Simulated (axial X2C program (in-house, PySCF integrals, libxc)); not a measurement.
## Spectroscopic constants of MoO

Calculated with an in-house all-electron X2C program for linear molecules (integrals from PySCF). Spin-free means the one-electron spin-free X2C Hamiltonian; two-component (2c) means X2C with spin–orbit coupling and atomic mean-field two-electron Coulomb and Gaunt terms, so the difference of the two also holds small scalar two-electron terms. Basis: Mo dyall-cv3z [11s12p9d5f3g], O dyall-av3z [7s6p3d2f] (cores contracted in-house); Gaussian nuclei, density fitting, unrestricted open shells. Masses: Mo 97.905 u, O 15.995 u.

The run was started with this input:
```json
{"zs": [42, 8], "q": 0, "bas": ["dyall-cv3z", "dyall-av3z"], "levels": ["PBE0", "HF", "BHandHLYP"], "cc": true, "r0": 1.78, "thr": -2.0, "nmax": 110, "npts": 10, "nst": 2, "ntry": 8}
```
```bash
python so2c.py task.json out
```

Keys: zs atomic numbers; q charge; bas basis sets; levels methods; cc coupled cluster on or off; r0 starting distance in Å; thr threshold in hartree for freezing inner shells (an s shell follows its p shell); nmax most natural virtual spinors; npts points on the curve; nst determinants followed; ntry starts of the search. HF also brings MP2.

State, spin-free: M_S = 2, Λ = 1 (beyond evenly filled blocks: σα, π+α, δ+α, δ-α); electrons by block: σα: 12, σβ: 11, π+α: 6, π+β: 5, π-α: 5, π-β: 5, δ+α: 2, δ+β: 1, δ-α: 2, δ-β: 1. Fragments: Mo + O.

State, 2c: Ω = 1 (⟨Sz⟩ = 2.00, ⟨Lz⟩ = -1.00 at PBE0); electrons by block: 1/2: 17, -1/2: 17, 3/2: 6, -3/2: 7, 5/2: 2, -5/2: 1. Fragments: Mo + O.

```
Hamiltonian  level  Re (Å)  ωe (cm⁻¹)  Be (cm⁻¹)  αe (cm⁻¹)  De (eV)  μ (D)
  spin-free   PBE0   1.682      970.7     0.4333    0.00241     5.02  -3.22
         2c   PBE0   1.681      972.4     0.4337    0.00239     5.07  -3.21
```

Dipoles are positive if O is the positive end.

The state is a single determinant with fixed occupations, the lowest that a limited PBE0 search found. De is counted from the lowest determinant-based energies of the atoms at the same level, without counterpoise correction. Density functionals use the spin component along the axis (collinear). A 2c atom that is not at its ground J level misses part of its spin–orbit lowering, and De is too large by that part (0.04 eV or less for light atoms). This holds for PBE0. PBE0 can misorder states that lie within some tenths of an eV, so this need not be the ground state of the molecule. The nearest other spin-free determinant of the search, M_S = 1, Λ = 0, lies 0.69 eV up at the distance of the search. The functionals have no current-density term, which raises determinants with orbital currents, atoms included. With several unpaired electrons one determinant need not be a pure state. Open-shell Ω = 0 determinants with evenly filled partner blocks cannot be reached by this program, so the Ω shown need not be the lowest component. The determinant is spin-polarised beyond a pure state at some levels (its spin-free form has ⟨S²⟩ too high), which makes Re and μ there less reliable.

No reliable constants came from BHandHLYP (2c), BHandHLYP (spin-free), CCSD (2c), CCSD (spin-free), CCSD(T) (2c), CCSD(T) (spin-free), HF (2c), HF (spin-free), MP2 (2c), MP2 (spin-free): no minimum in range, unconverged points, a curve that is not smooth, a change of character along it, or the two Hamiltonians disagreeing along it.

Rough cost a point (2c) on 1 thread(s) of a shared host, integrals apart: PBE0 0.9 s.

The whole task took 8.6 min on 1 thread of Arm Neoverse V2, with other jobs on the host.
